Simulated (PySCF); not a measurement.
# How methods differ on the excitation energy of Xe

Xe [Xe] (1S) → Xe [Kr] 4d10 5s2 5p5 5d1 (high-spin determinant), as a difference of total energies. All numbers are calculated (PySCF 2.14, a scalar-relativistic core potential, in aug-cc-pV5Z-PP with ECP28MDF (8s8p6d4f3g2h, 139 functions)). Correlated levels: valence: 4s2 4p6 4d10 frozen. The calculations carry no spin-orbit coupling.

```json
{"method": "UHF", "excitation energy (eV)": "9.827"}
{"method": "LDA", "excitation energy (eV)": "10.230"}
{"method": "PBE", "excitation energy (eV)": "9.943"}
{"method": "PBE0", "excitation energy (eV)": "10.105"}
{"method": "r2SCAN", "excitation energy (eV)": "10.213"}
{"method": "BLYP", "excitation energy (eV)": "9.941"}
{"method": "M06-L", "excitation energy (eV)": "10.076"}
{"method": "revPBE", "excitation energy (eV)": "9.892"}
{"method": "MP2 (valence)", "excitation energy (eV)": "10.455"}
{"method": "SCS-MP2 (valence)", "excitation energy (eV)": "10.503"}
```

Q: How much does correlation contribute at MP2 (valence)?

A: 10.455 − (9.827) = 0.628 eV, measured against UHF.

The promoted electron is Rydberg-like, and one or two diffuse shells describe it only roughly, which tends to raise the upper state.

In the upper state the promoted electron has a positive orbital energy at BLYP, so the basis confines it.

The determinant of the upper state mixes LS terms, which raises its energy above the lowest term, most at the Hartree-Fock and MP2 levels.
